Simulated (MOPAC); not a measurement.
MOPAC input (PM6):

```
PM6 1SCF GEO-OK AUX(PRECISION=9) THREADS=1
CsF

Cs   -0.00000000 1   -0.00000000 1   -0.33804873 1
F     0.00000000 1    0.00000000 1    2.06585338 1
```

Output:

```
 *******************************************************************************
 **                                                                           **
 **                              MOPAC v23.2.5                                **
 **                                                                           **
 *******************************************************************************
 ** MOPAC's Digital Object Identifier: https://doi.org/10.5281/zenodo.6511958 **
 **                                                                           **
 ** Please cite the open-source release paper for use of this MOPAC version:  **
 ** J. E. Moussa and J. J. P. Stewart (2026)                                  **
 ** MOPAC: An open-source semiempirical molecular orbital program             **
 ** J. Open Source Softw., 11(119), 8025, https://doi.org/10.21105/joss.08025 **
 *******************************************************************************

                              PM6 CALCULATION RESULTS

 *******************************************************************************
 *  PM6        - The PM6 Hamiltonian to be used
 *  GEO-OK     - OVERRIDE INTERATOMIC DISTANCE AND OTHER SAFETY CHECKS
 *  1SCF       - DO 1 SCF AND THEN STOP
 *  AUX        - OUTPUT AUXILIARY INFORMATION
 *******************************************************************************
PM6 1SCF GEO-OK AUX(PRECISION=9) THREADS=1
 CsF

   ATOM   CHEMICAL          X               Y               Z
  NUMBER   SYMBOL      (ANGSTROMS)     (ANGSTROMS)     (ANGSTROMS)

     1      Cs         -0.00000000  *  -0.00000000  *  -0.33804873  *
     2       F          0.00000000  *   0.00000000  *   2.06585338  *

          CARTESIAN COORDINATES

    NO.       ATOM           X           Y           Z

     1        Cs         -0.0000     -0.0000     -0.3380
     2         F          0.0000      0.0000      2.0659

 General Reference for PM6:
 "Optimization of Parameters for Semiempirical Methods V: Modification of NDDO Approximations
 and Application to 70 Elements", J. J. P. Stewart, J. Mol. Mod., 13, 1173-1213 (2007)
 URL: https://link.springer.com/article/10.1007/s00894-007-0233-4

           Empirical Formula: Cs F  =     2 atoms

      MOLECULAR POINT GROUP   :   C*v

      RHF CALCULATION, NO. OF DOUBLY OCCUPIED LEVELS = 4

 -------------------------------------------------------------------------------
 PM6 1SCF GEO-OK AUX(PRECISION=9) THREADS=1
 CsF

     1SCF WAS SPECIFIED, SO BFGS WAS NOT USED
     SCF FIELD WAS ACHIEVED

                              PM6 CALCULATION
                                                       MOPAC v23.2.5 Linux

          FINAL HEAT OF FORMATION =        -78.99867 KCAL/MOL =    -330.53044 KJ/MOL

          COSMO AREA              =        203.04 SQUARE ANGSTROMS
          COSMO VOLUME            =        270.48 CUBIC ANGSTROMS

          IONIZATION POTENTIAL    =          9.492546 EV
          HOMO LUMO ENERGIES (EV) =         -9.493  0.877
          NO. OF FILLED LEVELS    =          4
          MOLECULAR WEIGHT        =        151.9038         POINT GROUP:  C*v

          MOLECULAR DIMENSIONS (Angstroms)

            Atom       Atom       Distance
            F     2   Cs     1     2.40390
            F     2   Cs     1     0.00000
           Cs     1    F     2     0.00000

          SCF CALCULATIONS        =          1

   ATOM   CHEMICAL          X               Y               Z
  NUMBER   SYMBOL      (ANGSTROMS)     (ANGSTROMS)     (ANGSTROMS)

     1      Cs         -0.00000000  *  -0.00000000  *  -0.33804873  *
     2       F          0.00000000  *   0.00000000  *   2.06585338  *

                             CARTESIAN COORDINATES

   1   Cs       -0.000000000    -0.000000000    -0.338048730
   2    F        0.000000000     0.000000000     2.065853380

           Empirical Formula: Cs F  =     2 atoms

      MOLECULAR POINT GROUP   :   C*v

                  EIGENVALUES
 -31.41116  -9.54236  -9.54236  -9.49255   0.87734   3.20443   3.20443   4.20561

              NET ATOMIC CHARGES AND DIPOLE CONTRIBUTIONS

  ATOM NO.   TYPE          CHARGE      No. of ELECS.   s-Pop       p-Pop
    1         Cs           0.859274        0.1407     0.00006     0.14067
    2          F          -0.859274        7.8593     1.97301     5.88626
 DIPOLE           X         Y         Z       TOTAL
 POINT-CHG.     0.000     0.000    -9.922     9.922
 HYBRID         0.000    -0.000    -0.054     0.054
 SUM            0.000    -0.000    -9.975     9.975

          ATOMIC ORBITAL ELECTRON POPULATIONS

     Atom    s        px        py        pz
    1 Cs   0.00006   0.01960   0.01960   0.10147
    2  F   1.97301   1.98040   1.98040   1.92546

 **********************
 *                    *
 * JOB ENDED NORMALLY *
 *                    *
 **********************

 == MOPAC DONE ==
```
